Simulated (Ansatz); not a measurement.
`FB1CO1` and `OB1CO1` differ in one atom or group.

Ansatz, PBE0-D4/def2-TZVP geometries, multiplicity 1. Each molecule was computed in one conformer, which needn't be the lowest.

```tsv
property	`FB1CO1`
HOMO energy (B3LYP/def2-TZVPP) / eV	-8.43
HOMO energy (PBE/def2-TZVPP) / eV	-7.16
HOMO–LUMO gap (PBE0/def2-TZVPP) / eV	9.18
HOMO–LUMO gap (B3LYP/def2-TZVPP) / eV	8.62
LUMO energy (PBE/def2-TZVPP) / eV	-0.44
HOMO–LUMO gap (ωB97M-V/def2-TZVPP) / eV	12.89
```

Problem. Give the same properties after the change, and the shifts. (An estimate is asked.)

Solution. The calculation gave: 
| property | `OB1CO1` | shift |
| --- | --- | --- |
| HOMO energy (B3LYP/def2-TZVPP) / eV | -7.87 | 0.56 |
| HOMO energy (PBE/def2-TZVPP) / eV | -6.65 | 0.51 |
| HOMO–LUMO gap (PBE0/def2-TZVPP) / eV | 8.51 | -0.67 |
| HOMO–LUMO gap (B3LYP/def2-TZVPP) / eV | 7.91 | -0.71 |
| LUMO energy (PBE/def2-TZVPP) / eV | -0.41 | 0.03 |
| HOMO–LUMO gap (ωB97M-V/def2-TZVPP) / eV | 12.16 | -0.73 |

With PBE0 the HOMO rises by 0.56 eV and the LUMO falls by 0.12 eV, so the gap narrows by about 0.68 eV. PBE moves the HOMO by 0.51 eV and ωB97M-V by 0.57 eV. The zero-point energy changes by 32.2 kJ/mol with +3 modes.

B3LYP here is the variant with VWN-RPA as its local correlation; programs differ in this.
